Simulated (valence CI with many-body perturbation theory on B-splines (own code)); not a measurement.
**Questions on Eu XLIX**

Computed by valence CI with perturbative core correlation (CI+MBPT): five valence electrons over a frozen Dirac-Fock core [Ne], a basis of 11 s, 11 p, 10 d, 8 f, 5 g, 2 h functions for each j, with the one-electron correlation potential Σ1 (screened to all orders), the two-electron term Σ2, the three-electron term Σ3, Breit, model QED; selected single and double excitations, second order for the rest, scaled by the run's own slope (own B-spline code, finite nucleus).

No measured spectrum was set against this ion. As an estimate, large intervals hold to a few tenths of a per cent, small ones and those within an open d or f shell to about a per cent. Among the levels kept, up to 3300 cm⁻¹ of a level comes from second order outside the variational space, and about a tenth of that is noise between levels of different J, which matters for small intervals.

Levels are named by their leading jj configuration (3d3/2^4 stands for four electrons in 3d with j = 3/2), which in mixed levels can hold well under half, so a name can repeat and another be missing.

Rates and lifetimes use the calculated energies. Strong lines usually hold to 10 to 20 %, long lifetimes can be off by a factor of two.

Question: What is the ground level?

Answer: (3s^2 3p1/2^2 3p3/2) J=3/2, composition 46 % 3s²3p³ ²P° + 27 % 3s²3p³ ⁴S° + 26 % 3s²3p³ ²D°, g = 1.363.

Question: Name the longest-lived excited levels whose lifetime is computed, and their main decay.

Answer: (3s^2 3p1/2 3p3/2 3d5/2) J=9/2 at 28.514 Ry lives 1.97 μs, mostly by M1 to (3s^2 3p1/2 3p3/2 3d3/2) J=7/2; (3s^2 3p1/2 3p3/2^2) J=5/2 at 12.052 Ry lives 146 ns, mostly by M1 to (3s^2 3p1/2^2 3p3/2) J=3/2; (3s^2 3p1/2 3p3/2^2) J=1/2 at 12.962 Ry lives 41.3 ns, mostly by M1 to (3s^2 3p1/2^2 3p3/2) J=3/2.

Question: Where does the other parity begin?

Answer: At (3s^2 3p1/2^2 3d3/2) J=3/2, 13.698 Ry.

Question: Among levels below 60.384 Ry, which E1 lines absorb most strongly from the ground level?

Answer: to (3s^2 3p1/2 3p3/2 3d3/2) J=3/2 at 3.266 nm, f = 0.297; to (3s^2 3p1/2 3p3/2 3d3/2) J=5/2 at 3.326 nm, f = 0.268; to (3s^2 3p1/2 3p3/2 3d3/2) J=1/2 at 3.264 nm, f = 0.109.

Question: How well does LS coupling describe the low levels?

Answer: Among the lowest 20 levels the leading LS term, summed over configurations, holds 53 % on average. For single configurations the figures are 51 % in LS and 93 % in jj coupling. Terms mix most in the J = 5/2 level at 17.134 Ry, where the leading one holds 30 %.
